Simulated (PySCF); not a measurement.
C5H10O2.
SMILES with atom numbers: `[CH3:1][O:2][C:3](=[O:4])[CH:5]([CH3:6])[CH3:7]` (hydrogens: H8, H9, H10 on C1; H11 on C5; H12, H13, H14 on C6; H15, H16, H17 on C7)

All values: wB97X-D/pcSseg-2 (PySCF, non-relativistic), on one gas-phase PBE0-D3(BJ)/def2-TZVP geometry that isn't relaxed in the solvent. The solvent is an IEF-PCM continuum (cavity from Bondi-type radii × 1.2). The model holds no explicit solvent molecules, cavitation or dispersion.

Gas phase at wB97X-D/pcSseg-2: HOMO -9.79 eV, LUMO 2.17 eV, dipole 1.83 D.

Task: What does the continuum do to the energy, the frontier levels and the dipole at wB97X-D/pcSseg-2 in chloroform?

Result: 
| solvent | ε | E(solvent) − E(gas) (kJ/mol) | polarisation term (kJ/mol) | distortion of the solute (kJ/mol) | HOMO (eV) | LUMO (eV) | dipole (D) |
| --- | --- | --- | --- | --- | --- | --- | --- |
| chloroform | 4.711 | -15.53 | -17.14 | 1.61 | -9.95 | 2.15 | 2.28 |

Polarisation term: ½ Σ q·V over the induced surface charges. Distortion: the rise of the solute's own energy as its density leaves the gas-phase optimum.

Task: Which radius a makes the point-dipole formula ΔE = −[(ε − 1)/(2ε + 1)]·μ²/a³ give the value in chloroform, with the gas-phase dipole?

Result: μ = 0.719 au and |ΔE| = 0.00591 Eh give a = 1.66 Å; the farthest nucleus lies 3.62 Å from the centroid of the nuclei, so such a sphere wouldn't even hold the nuclei. The formula assumes a rigid point dipole at the centre of a sphere.

Shape of the structure used: `[CH3:1][O:2][C:3](=[O:4])[CH:5]([CH3:6])[CH3:7]`: C1–O2–C3–O4 -1°, O2–C3–C5–C6 147°.

Note: wB97X-D ran without an empirical dispersion term, which enters the total energy and its gradient alone.
